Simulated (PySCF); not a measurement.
A calculated (UHF, PySCF 2.14, cc-pVDZ-X2C, scalar relativity by spin-free X2C-1e) atom or ion has these occupied shells.

```
shell  electrons  orbital energy (eV)  rms radius, mean of both spins (bohr)
 1s α          1             -45408.9                                 0.0264
 1s β          1             -45408.8                                 0.0264
 2s α          1              -7502.0                                  0.107
 2s β          1              -7501.9                                  0.107
 2p α          3              -6702.2                                 0.0959
 2p β          3              -6702.1                                 0.0959
 3s α          1              -1689.4                                  0.277
 3s β          1              -1686.9                                  0.277
 3p α          3              -1432.0                                  0.277
 3p β          3              -1429.2                                  0.277
 3d α          5              -1074.5                                  0.256
 3d β          5              -1071.4                                  0.256
 4s α          1              -364.84                                  0.630
 4s β          1              -357.43                                  0.630
 4p α          3              -277.88                                  0.669
 4p β          3              -269.63                                  0.669
 4d α          5              -151.70                                  0.744
 4d β          5              -140.83                                  0.744
 5s α          1              -59.329                                   1.56
 5s β          1              -55.889                                   1.56
 5p α          3              -35.431                                   1.82
 5p β          3              -32.820                                   1.82
 4f α          5              -18.420                                   1.11
 6s α          1              -10.202                                   4.44
```

Name the element and its charge.

Pm⁺ (promethium, charge +1), in [Xe] 4f5 6s1, one real determinant.
